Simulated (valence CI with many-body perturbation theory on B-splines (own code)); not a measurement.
Results of a calculation; reference values are marked as such.
Energy levels of Eu32+

Method: valence CI with perturbative core correlation (CI+MBPT): three valence electrons over a frozen Dirac-Fock core [Ar] 3d10, radial functions for each j: 11 s, 11 p, 10 d, 8 f, 5 g, 2 h, with the one-electron correlation potential Σ1, the two-electron term Σ2, the three-electron term Σ3, Breit, model QED; selected CI, second order for the rest, scaled by the run's own slope (own B-spline code, finite nucleus).

The last digits are not significant, and no measured levels were compared; by estimate large intervals hold to a few tenths of a per cent, small ones and those within an open d or f shell to about a per cent.

Levels 1 to 45 of 179, with energies above the lowest level, (4s^2 4p1/2) J=1/2. "Leading %" is the weight of the configuration and term that name the level; weights of strongly mixed levels are sums over their largest components and can fall short. In the jj column 3d3/2^4 stands for four electrons in 3d with j = 3/2.

```
No.  Configuration  Term    J  E (cm⁻¹)  Leading %      g   Second component                Leading jj
  1         4s2.4p   2P°  1/2         0         99  0.662                            4s^2 4p1/2 (99 %)
  2         4s2.4p   2P°  3/2    331870         99  1.331                            4s^2 4p3/2 (99 %)
  3         4s.4p2    4P  1/2    563380         67  2.323     24 % 4s.4p2 2S         4s 4p1/2^2 (94 %)
  4         4s.4p2    4P  3/2    821490         93  1.679      5 % 4s.4p2 2D     4s 4p1/2 4p3/2 (98 %)
  5         4s.4p2    2D  5/2    871460         51  1.390     48 % 4s.4p2 4P     4s 4p1/2 4p3/2 (96 %)
  6         4s.4p2    2D  3/2    946150         70  0.941     23 % 4s.4p2 2P     4s 4p1/2 4p3/2 (93 %)
  7         4s.4p2    2P  1/2    971240         71  1.182     22 % 4s.4p2 4P     4s 4p1/2 4p3/2 (92 %)
  8         4s.4p2    4P  5/2   1176900         50  1.399     42 % 4s.4p2 2D         4s 4p3/2^2 (91 %)
  9         4s2.4d    2D  3/2   1283200         47  1.063     45 % 4s.4p2 2P         4s^2 4d3/2 (47 %)
 10         4s.4p2    2S  1/2   1303700         69  1.823     18 % 4s.4p2 2P         4s 4p3/2^2 (96 %)
 11         4s2.4d    2D  3/2   1357400         48  0.973     29 % 4s.4p2 2P         4s 4p3/2^2 (50 %)
 12         4s2.4d    2D  5/2   1397000         91  1.203      7 % 4s.4p2 2D         4s^2 4d5/2 (91 %)
 13            4p3   2P°  3/2   1523500         42  1.335       28 % 4p3 2D°      4p1/2^2 4p3/2 (93 %)
 14       4s.4p.4d   4F°  3/2   1755300         75  0.565  15 % 4s.4p.4d 2D°     4s 4p1/2 4d3/2 (92 %)
 15            4p3   2D°  5/2   1777600         30  1.109  30 % 4s.4p.4d 4F°     4s 4p1/2 4d3/2 (65 %)
 16            4p3   4S°  3/2   1804000         48  1.351       31 % 4p3 2D°      4p1/2 4p3/2^2 (79 %)
 17       4s.4p.4d   4F°  5/2   1829600         42  1.124       42 % 4p3 2D°      4p1/2 4p3/2^2 (42 %)
 18       4s.4p.4d   4D°  1/2   1876700         68  0.367  23 % 4s.4p.4d 2P°     4s 4p1/2 4d3/2 (93 %)
 19       4s.4p.4d   4D°  3/2   1878700         48  1.337  28 % 4s.4p.4d 4P°     4s 4p1/2 4d3/2 (69 %)
 20       4s.4p.4d   4P°  5/2   1889600         49  1.433  24 % 4s.4p.4d 4D°     4s 4p1/2 4d5/2 (87 %)
 21            4p3   2P°  1/2   1894000         92  0.657   6 % 4s.4p.4d 2P°      4p1/2 4p3/2^2 (92 %)
 22       4s.4p.4d   4F°  7/2   1896400         61  1.256  20 % 4s.4p.4d 4D°     4s 4p1/2 4d5/2 (89 %)
 23       4s.4p.4d   2F°  5/2   1974300         71  0.959       11 % 4p3 2D°     4s 4p1/2 4d5/2 (70 %)
 24       4s.4p.4d   2D°  3/2   2004400         40  1.030  37 % 4s.4p.4d 2P°     4s 4p1/2 4d5/2 (56 %)
 25       4s.4p.4d   4D°  3/2   2134000         23  1.304  18 % 4s.4p.4d 4P°     4s 4p3/2 4d3/2 (62 %)
 26       4s.4p.4d   4D°  5/2   2143000         55  1.274  16 % 4s.4p.4d 4F°     4s 4p3/2 4d3/2 (92 %)
 27       4s.4p.4d   4P°  1/2   2143900         88  2.353  11 % 4s.4p.4d 4D°     4s 4p3/2 4d3/2 (98 %)
 28       4s.4p.4d   4F°  9/2   2145300        100  1.331                       4s 4p3/2 4d5/2 (100 %)
 29       4s.4p.4d   4D°  7/2   2153500         51  1.319  33 % 4s.4p.4d 4F°     4s 4p3/2 4d3/2 (64 %)
 30       4s.4p.4d   4P°  3/2   2162300         34  1.420       20 % 4p3 2P°     4s 4p3/2 4d3/2 (36 %)
 31       4s.4p.4d   2D°  3/2   2218700         66  0.971  16 % 4s.4p.4d 4P°     4s 4p3/2 4d3/2 (58 %)
 32       4s.4p.4d   2D°  5/2   2220000         48  1.336  36 % 4s.4p.4d 4P°     4s 4p3/2 4d5/2 (97 %)
 33       4s.4p.4d   2F°  5/2   2251300         64  0.906    20 % 4s2.4f 2F°     4s 4p3/2 4d3/2 (73 %)
 34       4s.4p.4d   2F°  7/2   2274000         91  1.161   7 % 4s.4p.4d 4D°     4s 4p3/2 4d5/2 (74 %)
 35       4s.4p.4d   2F°  7/2   2279300         55  1.201  20 % 4s.4p.4d 4D°     4s 4p3/2 4d5/2 (76 %)
 36       4s.4p.4d   2P°  1/2   2290900         78  0.600  17 % 4s.4p.4d 4D°     4s 4p3/2 4d3/2 (83 %)
 37       4s.4p.4d   2P°  1/2   2343900         91  0.674        5 % 4p3 2P°     4s 4p3/2 4d5/2 (83 %)
 38       4s.4p.4d   2P°  3/2   2367200         83  1.308   5 % 4s.4p.4d 4D°     4s 4p3/2 4d5/2 (94 %)
 39       4s.4p.4d   2D°  5/2   2372100         73  1.138  10 % 4s.4p.4d 2F°     4s 4p3/2 4d5/2 (75 %)
 40       4s.4p.4d   2D°  3/2   2379800         36  1.087  25 % 4s.4p.4d 2P°     4s 4p3/2 4d5/2 (35 %)
 41         4p2.4d    4F  3/2   2436200         42  0.747     25 % 4p2.4d 2D      4p1/2^2 4d3/2 (97 %)
 42         4s2.4f   2F°  5/2   2467200         70  0.868  25 % 4s.4p.4d 2F°         4s^2 4f5/2 (70 %)
 43         4s2.4f   2F°  7/2   2471400         78  1.146  18 % 4s.4p.4d 2F°         4s^2 4f7/2 (78 %)
 44         4p2.4d    4D  5/2   2532700         25  1.185     24 % 4p2.4d 4F      4p1/2^2 4d5/2 (90 %)
 45         4p2.4d    2F  5/2   2702200         53  0.935     39 % 4p2.4d 4F  4p1/2 4p3/2 4d3/2 (91 %)
```

Where two levels of one J and parity lie close, their mixing, g and order are uncertain.

The ionisation energy to 4s2 1S_0 of the next ion comes out as 1298 eV (NIST: 1296 ± 4 eV (theoretical)). All 179 levels together are meant to be complete up to 4228400 cm⁻¹.
